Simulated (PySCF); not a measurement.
A structure optimised at B3LYP-D3(BJ)/def2-TZVP, used in a PySCF frequency run:

```xyz
4

Te     1.3653    -0.0250    -0.0222
Te    -1.3653     0.0250    -0.0222
H      1.5486     1.1446     1.1521
H     -1.5486    -1.1446     1.1521
```
Charge 0, spin multiplicity 1.

### Question
Write its SMILES, formula and point group.

### Answer
[TeH][TeH], H2Te2, C2

### Question
What are its rotational constants (standard atomic weights)?

### Answer
91.827, 1.0456, 1.0456 GHz
